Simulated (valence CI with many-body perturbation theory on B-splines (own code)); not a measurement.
Level structure of Mo37+

Computed by relativistic CI+MBPT: three valence electrons over a frozen Dirac-Fock core [He], a basis of 11 s, 11 p, 9 d, 7 f, 5 g, 2 h, 1 i functions for each j, with the one-electron correlation potential Σ1 (screened to all orders), the two-electron term Σ2, the three-electron term Σ3, Breit, model QED; selected single and double excitations, second order for the rest (own B-spline code, finite nucleus).

No measured spectrum was set against this ion. As an estimate, large intervals hold to a few tenths of a per cent, small ones and those within an open d or f shell to about a per cent.

Levels 1 to 45 of 98, with energies above the lowest level, (2s^2 2p1/2) J=1/2. "Leading %" is the weight of the configuration and term that name the level; weights of strongly mixed levels are sums over their largest components and can fall short. In the jj column 3d3/2^4 stands for four electrons in 3d with j = 3/2.

```
No.  Configuration  Term    J  E (eV)  Leading %   Second component      g             Leading jj
  1         2s2 2p   2P°  1/2     0.0         99                     0.651      2s^2 2p1/2 (99 %)
  2         2s 2p2    4P  1/2   111.0         72     21 % 2s 2p2 2S  2.365      2s 2p1/2^2 (92 %)
  3         2s2 2p   2P°  3/2   119.5         98                     1.323      2s^2 2p3/2 (98 %)
  4         2s 2p2    4P  3/2   199.1         95                     1.687  2s 2p1/2 2p3/2 (98 %)
  5         2s 2p2    4P  5/2   222.2         56     44 % 2s 2p2 2D  1.413  2s 2p1/2 2p3/2 (95 %)
  6         2s 2p2    2D  3/2   260.9         75     24 % 2s 2p2 2P  0.928  2s 2p1/2 2p3/2 (97 %)
  7         2s 2p2    2P  1/2   266.2         74     18 % 2s 2p2 4P  1.136  2s 2p1/2 2p3/2 (90 %)
  8         2s 2p2    2D  5/2   337.7         56     44 % 2s 2p2 4P  1.364      2s 2p3/2^2 (95 %)
  9            2p3   2P°  3/2   386.2         40       37 % 2p3 4S°  1.442   2p1/2^2 2p3/2 (96 %)
 10         2s 2p2    2S  1/2   392.1         71     19 % 2s 2p2 2P  1.801      2s 2p3/2^2 (96 %)
 11         2s 2p2    2P  3/2   393.3         74     22 % 2s 2p2 2D  1.220      2s 2p3/2^2 (96 %)
 12            2p3   4S°  3/2   484.6         49       49 % 2p3 2D°  1.393   2p1/2 2p3/2^2 (98 %)
 13            2p3   2D°  5/2   500.0        100                     1.189  2p1/2 2p3/2^2 (100 %)
 14            2p3   2P°  1/2   529.2         99                     0.651   2p1/2 2p3/2^2 (99 %)
 15            2p3   2P°  3/2   630.4         58       28 % 2p3 2D°  1.269         2p3/2^3 (98 %)
 16         2s2 3s    2S  1/2  2960.0         96                     1.997         2s^2 3s (96 %)
 17         2s2 3p   2P°  1/2  3000.6         94                     0.669      2s^2 3p1/2 (94 %)
 18         2s2 3p   2P°  3/2  3033.4         84   7 % 2s 2p 3s 4P°  1.356      2s^2 3p3/2 (84 %)
 19       2s 2p 3s   4P°  1/2  3039.5         89   8 % 2s 2p 3s 2P°  2.451     2s 2p1/2 3s (98 %)
 20       2s 2p 3s   4P°  3/2  3055.2         65  21 % 2s 2p 3s 2P°  1.587     2s 2p1/2 3s (82 %)
 21       2s 2p 3s   2P°  1/2  3066.6         93   5 % 2s 2p 3s 4P°  0.747     2s 2p1/2 3s (95 %)
 22         2s2 3d    2D  3/2  3069.1         94                     0.803      2s^2 3d3/2 (94 %)
 23       2s 2p 3p    4D  1/2  3074.2         73   20 % 2s 2p 3p 2P  0.241  2s 2p1/2 3p1/2 (99 %)
 24         2s2 3d    2D  5/2  3079.8         96                     1.197      2s^2 3d5/2 (96 %)
 25       2s 2p 3p    4D  3/2  3087.8         51   20 % 2s 2p 3p 2P  1.165  2s 2p1/2 3p1/2 (92 %)
 26       2s 2p 3p    4P  1/2  3106.2         58   21 % 2s 2p 3p 2S  2.107  2s 2p1/2 3p1/2 (95 %)
 27       2s 2p 3p    4P  3/2  3116.1         29   24 % 2s 2p 3p 4D  1.424  2s 2p1/2 3p3/2 (99 %)
 28       2s 2p 3p    2P  1/2  3127.3         46   16 % 2s 2p 3p 4P  1.209  2s 2p1/2 3p3/2 (89 %)
 29       2s 2p 3p    4D  5/2  3129.3         59   23 % 2s 2p 3p 2D  1.363  2s 2p1/2 3p3/2 (93 %)
 30       2s 2p 3p    2D  3/2  3133.0         50   20 % 2s 2p 3p 4S  1.238  2s 2p1/2 3p3/2 (96 %)
 31       2s 2p 3d   4F°  3/2  3140.5         77  13 % 2s 2p 3d 2D°  0.532  2s 2p1/2 3d3/2 (98 %)
 32       2s 2p 3d   4F°  5/2  3151.9         66  17 % 2s 2p 3d 4D°  1.092  2s 2p1/2 3d3/2 (58 %)
 33       2s 2p 3s   4P°  5/2  3155.0         61  18 % 2s 2p 3d 4P°  1.499     2s 2p3/2 3s (61 %)
 34       2s 2p 3s   4P°  5/2  3163.2         36  22 % 2s 2p 3d 4P°  1.411  2s 2p1/2 3d5/2 (48 %)
 35       2s 2p 3d   4D°  1/2  3164.2         66  24 % 2s 2p 3d 2P°  0.361  2s 2p1/2 3d3/2 (92 %)
 36       2s 2p 3d   4D°  3/2  3164.2         43  26 % 2s 2p 3d 4P°  1.289  2s 2p1/2 3d3/2 (77 %)
 37       2s 2p 3d   4F°  7/2  3169.5         50  27 % 2s 2p 3d 4D°  1.260  2s 2p1/2 3d5/2 (94 %)
 38       2s 2p 3s   2P°  3/2  3172.3         81  17 % 2s 2p 3s 4P°  1.389     2s 2p3/2 3s (98 %)
 39       2s 2p 3d   2D°  3/2  3179.3         49  39 % 2s 2p 3d 2P°  1.008  2s 2p1/2 3d5/2 (74 %)
 40       2s 2p 3d   2F°  5/2  3180.5         62  14 % 2s 2p 3d 4P°  1.040  2s 2p1/2 3d5/2 (87 %)
 41         2p2 3s    4P  1/2  3192.4         54     21 % 2p2 3s 2S  2.058      2p1/2^2 3s (91 %)
 42       2s 2p 3p    4P  3/2  3203.1         50   20 % 2s 2p 3p 4S  1.622  2s 2p3/2 3p1/2 (98 %)
 43       2s 2p 3p    2D  5/2  3205.8         41   30 % 2s 2p 3p 4P  1.359  2s 2p3/2 3p1/2 (97 %)
 44       2s 2p 3s   2P°  1/2  3212.1         89   5 % 2s 2p 3s 4P°  0.752     2s 2p3/2 3s (91 %)
 45       2s 2p 3s   2P°  3/2  3214.9         87  10 % 2s 2p 3s 4P°  1.361     2s 2p3/2 3s (94 %)
```

The ionisation energy to 2s2 1S_0 of the next ion comes out as 5288.6 eV (NIST: 5287 ± 4 eV (semi-empirical)). All 98 levels together are meant to be complete up to 3416.7 eV.
